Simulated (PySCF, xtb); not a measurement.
Ta(S)(F)2(OH) (F₂HOSTa), SMILES [OH][Ta]([F])([F])=[S], multiplicity 1. One conformer was computed; it need not be the lowest.

Harmonic wavenumbers (cm⁻¹) from GFN2-xTB run with xtb 6.7.1 at its own minimum, in rising order: 55, 121, 144, 152, 176, 355, 359, 414, 443, 518, 585, 3629.

### Question
What does PBE-D3(BJ)/def2-SVP (PySCF) give at its own minimum? (Estimate from the structure and the level; the computed values follow.)

### Answer
156, 163, 180, 185, 191, 377, 496, 530, 675, 681, 729, 3770. Paired by order, the mean absolute difference is 99 cm⁻¹ and the zero-point energies are 9.9 and 11.6 kcal/mol.
